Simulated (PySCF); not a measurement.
PySCF input for Cl3Re, SMILES [Cl][Re]([Cl])[Cl] (connectivity only; charge and spin as stated), neutral, multiplicity 5, PBE0-D3(BJ)/def2-SVP. Coordinates come from a PBE0-D3(BJ)/def2-SVP optimisation. The spin state was assumed, not searched. The def2 effective core potentials stand for the cores of Re; spin–orbit coupling is left out.

```python
import numpy as np
from pyscf import gto, scf, dft, df
from pyscf.hessian import thermo

mol = gto.M(
    atom='''
    Re    0.00000000   -0.00000000   -0.11117692
    Cl    0.00000000    1.65870849    1.44015631
    Cl    0.00000000    0.00000001   -2.38982619
    Cl    0.00000000   -1.65870850    1.44015630
    ''',
    basis='def2-SVP',
    ecp={'Re': 'def2-svp'},
    charge=0,
    spin=4,
    max_memory=1600,
    verbose=3,
)
mf = dft.UKS(mol, xc='pbe0').density_fit(auxbasis='def2-universal-jkfit')
mf.disp = 'd3bj'
mf.grids.level = 3
mf.conv_tol = 1e-11
mf.max_cycle = 100
mf.kernel()
fine, coarse = mf.grids, dft.Grids(mol).set(level=1).build(with_non0tab=True)
for _ in range(3):  # follow internal instabilities
    mf.grids = coarse
    mo, _, stable, _ = mf.stability(return_status=True, nroots=4)
    mf.grids = fine
    if stable:
        break
    mf.kernel(mf.make_rdm1(mo, mf.mo_occ))

# [left out here: the lines that compute and print the analytic Hessian (its translational invariance restored by hand, since the grid's response is missing), thermochemistry and intensities]
```

Log of the run:

```

WARN: HOMO -0.407257638370505 >= LUMO -0.452682668204084

converged SCF energy = -1458.08166301522  <S^2> = 6.0211722  2S+1 = 5.0084617
<class 'pyscf.df.df_jk.DFUKS'> wavefunction is stable in the internal stability analysis

WARN: DFTD3 does not support analytical Hessian, using finite difference


WARN: Mole.unit (angstrom) is changed to Bohr

Mode                                 0                   1                   2
Irrep
Freq [cm^-1]                       45.6079             81.6949            131.5738
Reduced mass [au]                  40.9825             49.9324             38.3197
Force const [Dyne/A]                0.0502              0.1963              0.3909
Char temp [K]                      65.6196            117.5407            189.3054
Normal mode                   x     y     z       x     y     z       x     y     z
       0  Re                -0.00 -0.03  0.00   -0.04  0.00  0.00   -0.00 -0.00 -0.02
       1  Cl                 0.00  0.02 -0.06    0.07  0.00  0.00    0.00 -0.09  0.07
       2  Cl                 0.00  0.12  0.00    0.09 -0.00  0.00    0.00  0.00 -0.02
       3  Cl                 0.00  0.02  0.06    0.07 -0.00 -0.00    0.00  0.09  0.07
Mode                                 3                   4                   5
Irrep
Freq [cm^-1]                      376.6557            390.7914            402.3810
Reduced mass [au]                  36.8053             42.0306             43.3692
Force const [Dyne/A]                3.0765              3.7819              4.1372
Char temp [K]                     541.9237            562.2618            578.9367
Normal mode                   x     y     z       x     y     z       x     y     z
       0  Re                 0.00 -0.00  0.02    0.00  0.03  0.00    0.00  0.00 -0.03
       1  Cl                -0.00  0.04  0.03   -0.00 -0.08 -0.07   -0.00  0.07  0.07
       2  Cl                -0.00  0.00 -0.15   -0.00 -0.01 -0.00   -0.00 -0.00  0.05
       3  Cl                -0.00 -0.04  0.03   -0.00 -0.08  0.07   -0.00 -0.07  0.07
temperature 298.1500 [K]
pressure 101325.00 [Pa]
Rotational constants [GHz] 2.59078 1.43664 0.92417
Symmetry number 2
Zero-point energy (ZPE) 0.00325 [Eh]   8545.552 [J/mol]
                           tot       elec      trans        rot        vib
Entropy [J/mol/K]       370.034     13.382    179.568    115.263     61.821
Cv [J/mol/K]             68.195      0.000     12.472     12.472     43.251
Cp [J/mol/K]             76.509      0.000     20.786     12.472     43.251
Internal energy [J/mol]                      3718.434   3718.434  17074.606
Internal energy [Eh]   -1458.07233  -1458.08166
Enthalpy [J/mol]                             6197.391   3718.434  17074.606
Enthalpy [Eh]          -1458.07138
Gibbs free energy [J/mol]                  -47340.899 -30647.279  -1357.300
Gibbs free energy [Eh] -1458.11340
mode   freq/cm-1   IR/(km/mol)
   1       45.61         0.584
   2       81.69         4.486
   3      131.57         0.426
   4      376.66        22.231
   5      390.79        37.430
   6      402.38        74.397
max |gradient| / (hartree/bohr): 8.625019751421029e-05
APT charges: [ 1.3994 -0.4412 -0.517  -0.4412]
```

The run converged.

Cost: very roughly 90 core-seconds.
